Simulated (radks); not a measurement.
The numbers below are computed, except where a source is named.
Neutral tin inside a hard spherical wall (all orbitals vanish at R), configuration held at [Kr] 4d10 5s2 5p2 and not refilled when levels cross. Code: a radial shooting solver on a logarithmic mesh with Libxc functionals. Model: scalar-relativistic Kohn-Sham, r2SCAN, spin-polarised, spherical densities, finite nucleus; open shells are filled with parallel spins first (spin-orbit coupling, left out, can overturn this in heavy ions); meta-GGA in the generalised Kohn-Sham scheme; Fermi nuclear charge, rms radius 4.6519 fm. Eigenvalues in eV for spin up, with the zero of energy where the potential of the charges vanishes at infinity; a dash marks a level that is unbound or too diffuse for the functional's potential to be trusted. A positive occupied level is held by the wall or, in an anion where self-interaction has pushed it up, behind a barrier. The pressure on the wall is -dE/dV.

R (bohr)  E (hartree)  kinetic (hartree)    e(4p)    e(4d)    e(5s)   e(5p)  e(6s, empty)  e(5d, empty)  pressure (GPa)
free      -6177.91379           6450.201  -92.125  -26.491  -11.492  -4.398             -             -               0
15        -6177.91379           6450.201  -92.124  -26.491  -11.492  -4.398         0.106         1.302        < 0.0001
8         -6177.90958           6450.234  -91.876  -26.247  -11.317  -4.196         2.654         3.304           0.177
7         -6177.90053           6450.294  -91.535  -25.913  -11.085  -3.894         4.583         4.375           0.735
6         -6177.87106           6450.461  -90.763  -25.164  -10.550  -3.145         8.441         6.375            3.29
5         -6177.77001           6450.954  -89.056  -23.524   -9.233  -1.238        16.754        10.508            16.9
3.5       -6176.85330           6454.612  -81.720  -16.618   -1.071  10.045        56.902        30.092             299
3         -6175.62208           6459.200  -75.708  -10.924    8.042  21.834        93.083        47.776             980
2         -6162.45467           6505.460  -40.305   26.103   86.014  113.29        320.54        160.61           20600
1.5       -6123.03201           6629.702   26.032   101.35   271.87  312.72        738.25        371.96          161000
